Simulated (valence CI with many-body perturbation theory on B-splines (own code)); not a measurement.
**Rh³⁹⁺: electric-dipole lines**

Method: valence CI with perturbative core correlation (CI+MBPT): four valence electrons over a frozen Dirac-Fock core [He], radial functions for each j: 11 s, 11 p, 9 d, 7 f, 5 g, 2 h, 1 i, with the one-electron correlation potential Σ1, the two-electron term Σ2, the three-electron term Σ3, Breit, model QED; selected CI, second order for the rest (own B-spline code, finite nucleus).

No measured spectrum was set against this ion. As an estimate, large intervals hold to a few tenths of a per cent, small ones and those within an open d or f shell to about a per cent. Among the levels kept, up to 270 cm⁻¹ of a level comes from second order outside the variational space, and about a tenth of that is noise between levels of different J, which matters for small intervals.

Lines 51 to 100 of 238 in falling wavelength, among levels below 30697 × 10³ cm⁻¹, chosen from the strongest by gf and those to the six lowest levels. Wavelengths and rates use the calculated energies. Electric multipoles are in the length gauge, E1 and E2 with the static RPA response of the core. Weak lines are less certain than strong ones. Lines between different terms over intervals too small for the method are left out, as are lines whose strength nearly cancels. The highest levels of a list are the least certain.

Levels are named by their leading jj configuration (3d3/2^4 stands for four electrons in 3d with j = 3/2), which in mixed levels can hold well under half, so a name can repeat and another be missing. Letters in brackets count levels of one name in rising energy.

```tsv
λ vac (nm)	Upper	Lower	A (s⁻¹)	S (a.u.)
4.460	(2s 2p1/2 2p3/2^2) J=2 [a]	(2s^2 2p1/2 2p3/2) J=1	5.42e+10	1.19e-02
4.244	(2s 2p1/2 2p3/2^2) J=3	(2s^2 2p1/2 2p3/2) J=2	4.45e+10	1.17e-02
4.096	(2p1/2 2p3/2^3) J=1	(2s 2p1/2 2p3/2^2) J=1 [b]	1.52e+11	1.54e-02
3.931	(2s 2p3/2^3) J=2	(2s^2 2p3/2^2) J=2	2.09e+11	3.13e-02
3.931	(2s 2p1/2 2p3/2 3p3/2) J=3 [c]	(2s^2 2p1/2 3p3/2) J=2	1.69e+11	3.55e-02
3.891	(2s 2p1/2 2p3/2 3p3/2) J=2 [c]	(2s^2 2p1/2 3p3/2) J=1	1.99e+11	2.90e-02
3.881	(2s 2p1/2 2p3/2 3d3/2) J=3 [c]	(2s^2 2p1/2 3d3/2) J=2	1.42e+11	2.88e-02
3.879	(2p3/2^4) J=0	(2s 2p3/2^3) J=1	7.18e+11	2.07e-02
3.876	(2p1/2^2 2p3/2^2) J=2	(2s 2p1/2^2 2p3/2) J=1	1.24e+11	1.78e-02
3.862	(2s 2p1/2 2p3/2 3p1/2) J=2 [c]	(2s^2 2p1/2 3p1/2) J=1	1.81e+11	2.57e-02
3.849	(2s 2p1/2 2p3/2 3p1/2) J=1 [b]	(2s^2 2p1/2 3p1/2) J=1	2.48e+11	2.09e-02
3.844	(2p1/2 2p3/2^3) J=2	(2s 2p1/2 2p3/2^2) J=2 [b]	2.81e+11	3.94e-02
3.836	(2s 2p1/2 2p3/2 3p1/2) J=1 [c]	(2s^2 2p1/2 3p1/2) J=0	2.09e+11	1.74e-02
3.824	(2s 2p1/2 2p3/2 3p3/2) J=2 [d]	(2s^2 2p1/2 3p3/2) J=2	2.28e+11	3.14e-02
3.823	(2s 2p1/2 2p3/2 3s) J=2 [c]	(2s^2 2p1/2 3s) J=1	1.81e+11	2.49e-02
3.817	(2s 2p1/2 2p3/2 3d3/2) J=2 [c]	(2s^2 2p1/2 3d3/2) J=2	1.91e+11	2.63e-02
3.807	(2s 2p1/2 2p3/2 3s) J=1 [c]	(2s^2 2p1/2 3s) J=1	1.92e+11	1.57e-02
3.785	(2s 2p1/2 2p3/2 3d3/2) J=1 [c]	(2s^2 2p1/2 3d3/2) J=2	2.91e+11	2.34e-02
3.783	(2s 2p1/2 2p3/2 3p3/2) J=1 [c]	(2s^2 2p1/2 3p3/2) J=1	1.79e+11	1.44e-02
3.766	(2s 2p1/2 2p3/2 3p3/2) J=1 [d]	(2s^2 2p1/2 3p3/2) J=2	2.31e+11	1.82e-02
3.713	(2s 2p1/2 2p3/2^2) J=0	(2s^2 2p1/2 2p3/2) J=1	2.05e+11	5.18e-03
3.697	(2s 2p1/2^2 2p3/2) J=1	(2s^2 2p1/2^2) J=0	2.23e+11	1.67e-02
3.676	(2p1/2^2 2p3/2 3s) J=2	(2s 2p1/2^2 3s) J=1	1.35e+11	1.65e-02
3.634	(2s 2p1/2 2p3/2^2) J=2 [b]	(2s^2 2p1/2 2p3/2) J=2	3.46e+11	4.10e-02
3.598	(2s 2p1/2 2p3/2^2) J=1 [a]	(2s^2 2p1/2 2p3/2) J=1	3.35e+11	2.31e-02
3.579	(2s 2p1/2 2p3/2^2) J=1 [b]	(2s^2 2p1/2 2p3/2) J=2	3.42e+11	2.32e-02
3.498	(2s 2p1/2 2p3/2^2) J=2 [b]	(2s^2 2p1/2 2p3/2) J=1	1.50e+10	1.58e-03
3.495	(2p1/2^2 2p3/2^2) J=0	(2s 2p1/2^2 2p3/2) J=1	3.89e+11	8.20e-03
3.446	(2s 2p1/2 2p3/2^2) J=1 [b]	(2s^2 2p1/2 2p3/2) J=1	2.77e+10	1.68e-03
3.440	(2s 2p3/2^3) J=1	(2s^2 2p3/2^2) J=2	4.39e+11	2.64e-02
3.342	(2p1/2^2 2p3/2^2) J=2	(2s 2p1/2^2 2p3/2) J=2	1.51e+11	1.39e-02
2.649	(2s 2p3/2^3) J=2	(2s^2 2p1/2 2p3/2) J=2	8.48e+09	3.89e-04
2.636	(2p1/2 2p3/2^3) J=1	(2s 2p1/2^2 2p3/2) J=1	2.75e+10	7.47e-04
2.355	(2s 2p3/2^3) J=1	(2s^2 2p1/2 2p3/2) J=1	2.20e+10	4.26e-04
0.3957	(2s 2p1/2^2 3s) J=1	(2s 2p1/2^2 2p3/2) J=1	1.92e+12	1.76e-04
0.3937	(2s^2 2p1/2 3p3/2) J=1	(2s 2p1/2^2 2p3/2) J=2	2.38e+12	2.15e-04
0.3937	(2s 2p1/2^2 3s) J=0	(2s 2p1/2^2 2p3/2) J=1	2.11e+13	6.35e-04
0.3935	(2p1/2^2 2p3/2 3s) J=2	(2p1/2^2 2p3/2^2) J=2	9.89e+12	1.49e-03
0.3926	(2s 2p3/2^2 3s) J=2	(2s 2p3/2^3) J=2	2.13e+13	3.19e-03
0.3896	(2s 2p1/2 2p3/2 3s) J=2 [b]	(2s 2p1/2 2p3/2^2) J=3	1.43e+13	2.08e-03
0.3895	(2s^2 2p1/2 3s) J=1	(2s^2 2p1/2 2p3/2) J=2	1.75e+13	1.53e-03
0.3894	(2s 2p1/2^2 3s) J=1	(2s 2p1/2^2 2p3/2) J=2	1.68e+13	1.47e-03
0.3894	(2s^2 2p1/2 3d5/2) J=2	(2s^2 2p3/2^2) J=2	3.02e+12	4.41e-04
0.3893	(2s 2p1/2 2p3/2 3s) J=1 [a]	(2s 2p1/2 2p3/2^2) J=2 [a]	1.91e+13	1.67e-03
0.3883	(2s^2 2p3/2 3s) J=2	(2s^2 2p3/2^2) J=2	8.58e+12	1.24e-03
0.3882	(2s^2 2p3/2 3s) J=1	(2s^2 2p3/2^2) J=2	1.95e+13	1.69e-03
0.3881	(2s^2 2p1/2 3s) J=0	(2s^2 2p1/2 2p3/2) J=1	2.25e+13	6.49e-04
0.3878	(2s^2 2p1/2 3s) J=1	(2s^2 2p1/2 2p3/2) J=1	3.59e+12	3.11e-04
0.3799	(2s 2p1/2 2p3/2 3d5/2) J=2 [a]	(2s 2p1/2 2p3/2^2) J=1 [a]	2.33e+13	3.15e-03
0.3796	(2s 2p1/2^2 3d3/2) J=1	(2s 2p1/2^2 2p3/2) J=1	1.53e+13	1.24e-03
```
